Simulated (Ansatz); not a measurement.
Reaction (ligand exchange at the Si–C bond): `O[SiH2]CC[SiH3]` + `C/N=C\N` → `C/N=C/N[SiH3]` + `CC[SiH2]O`

Isolated molecules relaxed with PBE0-D4/def2-TZVP in Ansatz; ΔE leaves out vibrations. CCSD(T)/CBS adds triple-zeta CCSD(T) − MP2 to the extrapolated MP2 energy (def2 sets, frozen cores). Double bonds are as drawn, so ΔE can hold a change between cis and trans. Functionals use def2-TZVPP. B3LYP here is the variant with VWN-RPA as its local correlation; programs differ in this. One conformer a species, not always the lowest.

CCSD(T)/CBS gives -72.6 kJ/mol.

**Question.** Another level gave -62.5 kJ/mol. Which?
A. PBE-D4/def2-TZVPP
B. HF/def2-TZVPP
C. B2PLYP/def2-TZVPP
D. B3LYP-D4/def2-TZVPP

**Answer.** A. PBE-D4 -62.5, B3LYP-D4 -72.1, B2PLYP -77.2, HF/def2-TZVPP -90.4 kJ/mol.

Largest T1 diagnostic among the species: 0.013.

The D4 term adds +5.1 kJ/mol with B3LYP and +2.8 kJ/mol with PBE0; it sums over pairs of atoms, weighted by their polarisabilities, and B3LYP, whose exchange is more repulsive, gets the larger term. From PBE to PBE0 (25 % exact exchange), in def2-TZVPP and without D4, ΔE moves by −3.3 kJ/mol.
